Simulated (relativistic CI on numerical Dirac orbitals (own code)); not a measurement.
Sb¹¹⁺: q coefficients and field-shift factors

Method of calculation: Dirac-Coulomb-Breit CI, separate exchange-only KLI orbitals for each configuration, derivatives by finite differences, unscaled Slater integrals, QED left out (own radial code, finite nucleus).

Configurations in the expansion (outside the closed core [Ar] 3d10 4s2): 4p⁶4d⁴, 4p⁵4d⁵, 4p⁶4d³4f, 4p⁶4d²5s², 4p⁶4d4f5s². Double excitations out of closed p, d and f shells are left out; levels of such configurations are missing from the list, as are those of other unlisted configurations, and high levels can miss mixing partners.

With x = (α/α₀)² − 1 an excitation energy changes as ω = ω₀ + qx; K = 2q/ω₀ is the relative enhancement. Terms are leading LS components, so labels can repeat. The field-shift factor is F = δν/δ⟨r²⟩ for the transition from the lowest level.

Lowest level 4p⁶4d⁴ ⁵D0.

```csv
Level,ω₀ (cm⁻¹),q (cm⁻¹),F (GHz/fm²)
4p⁶4d⁴ ⁵D1,3389.4,6380,0.064
4p⁶4d⁴ ⁵D2,7452.5,11630,0.121
4p⁶4d⁴ ⁵D3,11476.5,15240,0.163
4p⁶4d⁴ ⁵D4,15257.1,17190,0.191
4p⁶4d⁴ ³P0,32160.2,5462,0.147
4p⁶4d⁴ ³H4,34521.8,6438,0.16
4p⁶4d⁴ ³H5,40672.1,14010,0.242
4p⁶4d⁴ ³G3,41592.8,9592,0.208
4p⁶4d⁴ ³P1,42071.5,13940,0.249
4p⁶4d⁴ ³F2,43578.2,10810,0.226
4p⁶4d⁴ ³H6,43949.9,16220,0.27
4p⁶4d⁴ ³F4,47549.0,19290,0.308
4p⁶4d⁴ ³P2,52139.8,18050,0.313
```

At this charge energies of transitions that change n are usually good to better than 1 %, and those within a shell (Δn = 0) to a few per cent. Terms inside the open d or f shell come out 10 to 20 % too wide with unscaled integrals. Levels and lines within the n = 5 or 6 shells can be off by up to 10 % or somewhat more, and those that change n by about 2 %, since core polarisation is missing.

Problem. Which transition from the lowest level has the largest |K|?

Solution. 4p⁶4d⁴ ⁵D1 at 3389.4 cm⁻¹, K = 3.76.
